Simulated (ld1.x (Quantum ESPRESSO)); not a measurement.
An all-electron radial function and its pseudo partner (Ge)

Columns: radius, all-electron u(r) and pseudo u(r) of the 4p shell (level -4.05 eV) of germanium in the configuration [Ar] 3d10 4s2 4p2; LDA (PZ), scalar-relativistic, ultrasoft scheme, ld1.x (Quantum ESPRESSO) 7.5.

| r (bohr) | all-electron | pseudo |
| --- | --- | --- |
| 0.118 | 0.1492 | 0.0067 |
| 0.235 | -0.0190 | 0.0261 |
| 0.353 | -0.1966 | 0.0576 |
| 0.470 | -0.2510 | 0.0989 |
| 0.588 | -0.2078 | 0.1486 |
| 0.705 | -0.1131 | 0.2034 |
| 0.822 | 0.0006 | 0.2612 |
| 0.940 | 0.1160 | 0.3198 |
| 1.058 | 0.2224 | 0.3764 |
| 1.175 | 0.3149 | 0.4286 |
| 1.292 | 0.3933 | 0.4752 |
| 1.410 | 0.4582 | 0.5158 |
| 1.528 | 0.5100 | 0.5492 |
| 1.645 | 0.5497 | 0.5753 |
| 1.763 | 0.5794 | 0.5950 |
| 1.880 | 0.5999 | 0.6085 |
| 1.998 | 0.6129 | 0.6169 |
| 2.115 | 0.6194 | 0.6207 |
| 2.232 | 0.6204 | 0.6206 |
| 2.350 | 0.6169 | 0.6169 |
| 2.468 | 0.6096 | 0.6096 |
| 2.585 | 0.5994 | 0.5994 |
| 2.702 | 0.5868 | 0.5868 |
| 2.820 | 0.5721 | 0.5721 |
| 2.938 | 0.5558 | 0.5558 |
| 3.055 | 0.5386 | 0.5386 |

(1) How many radial nodes do the two functions have?

(2) At about which radius was the pseudo-wave matched?

(3) Where does each function peak?

(4) Is the pseudo-wave norm-conserving?

## Answers

(1) The all-electron 4p function has n − l − 1 = 2; the pseudo-wave has 0, since the states of the same l below it are removed with the core.

(2) 2.35 bohr. The columns agree to 0.0005 from 2.23 bohr on; several derivatives are matched, so the curves merge somewhat inside the radius.

(3) Outermost all-electron maximum near 2.23 bohr, pseudo maximum near 2.12 bohr (to the table’s step).

(4) No, it belongs to an ultrasoft set: the norm inside the radius is not constrained, and the difference is carried by the augmentation charge.
